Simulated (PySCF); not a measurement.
**MoN: frontier orbitals**

B3LYP at R = 1.613 Å; PySCF, scalar-relativistic core potentials, basis sets Mo def2-TZVPP with ECP28, N def2-TZVPP. State: ⁴Σ⁻ (quartet), unpaired electrons σ ↑, δ ↑↑. Only the outer orbitals are listed, counted within each symmetry, core potentials removing the inner ones.

```csv
spin,orbital,occ.,ε (eV),on Mo (%),main shells (%)
α,4σ,1,-18.63,14,"85 N s, 11 Mo d"
α,2π,1,-8.76,50,"49 N p, 49 Mo d"
α,2π,1,-8.76,50,"49 N p, 49 Mo d"
α,5σ,1,-8.65,43,"44 N p, 40 Mo d, 12 N s"
α,1δ,1,-6.40,100,100 Mo d
α,1δ,1,-6.40,100,100 Mo d
α,6σ,1,-5.37,91,"75 Mo s, 9 Mo p, 9 N p"
α,3π,0,-2.04,80,"53 Mo p, 27 Mo d, 20 N p"
α,3π,0,-2.04,80,"53 Mo p, 27 Mo d, 20 N p"
α,7σ,0,-0.81,65,"33 Mo p, 31 N p, 27 Mo d"
β,1π,1,-41.31,100,100 Mo p
β,1π,1,-41.31,100,100 Mo p
β,4σ,1,-19.00,13,"87 N s, 9 Mo d"
β,2π,1,-8.65,36,"63 N p, 34 Mo d"
β,2π,1,-8.65,36,"63 N p, 34 Mo d"
β,5σ,1,-8.35,34,"56 N p, 31 Mo d, 10 N s"
β,6σ,0,-2.88,101,89 Mo s
β,1δ,0,-1.90,100,100 Mo d
β,1δ,0,-1.90,100,100 Mo d
```

Question: Which are the highest filled and the lowest empty level, where do they sit, and how wide is the gap?

Answer: Highest filled α 6σ at -5.37 eV (in %: 75 Mo s, 9 Mo p, 9 N p); lowest empty β 6σ at -2.88 eV (in %: 89 Mo s); the gap at B3LYP is 2.49 eV.

* bond order (Mayer): 2.95
* ⟨S²⟩: 3.797
* charge on Mo (Mulliken, basis-dependent): 0.48
* charge on Mo (Löwdin, basis-dependent): 0.11
* dipole moment (positive dipole means Mo(−)N(+)): -3.18 D
* polarisability along the bond: 65.3 bohr³
* polarisability across the bond: 67.3 bohr³

Shares are Mulliken populations and can fall outside 0 to 100 %.

Spin–orbit coupling is left out. With d or f electrons several states lie close, and the lowest PBE0 determinant need not be the measured ground state.
